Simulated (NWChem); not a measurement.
# MnCl2, sextet; SMILES [Cl][Mn][Cl]

```xyz
3

Mn     0.0000     0.0000     0.0123
Cl     2.1914     0.0000    -0.0090
Cl    -2.1914     0.0000    -0.0090
```
Atoms are numbered in this order, from 1.

All runs: NWChem. Spin-unrestricted. Medium grid unless said otherwise, to which SCAN and Minnesota functionals are sensitive. Geometry: optimised at B3LYP/6-31G* (spherical d), spin-unrestricted. No stability test was run on the SCF state. Total energies of different functionals are on different scales.

```
level            energy (Ha)  highest occupied level (eV)  lowest empty minus highest occupied level, either spin (eV)  dipole (D)  <S²>
---------------  -----------  ---------------------------  -----------------------------------------------------------  ----------  ----
B3LYP/def2-SVP    -2071.1453                        -7.80                                                         4.35        0.09  8.76
PBE/def2-SVP      -2070.4710                        -6.51                                                         2.31        0.08  8.76
BLYP/def2-SVP     -2071.1191                        -6.22                                                         1.97        0.08  8.76
M06-2X/def2-SVP   -2071.0502                        -9.66                                                         6.83        0.10  8.76
```
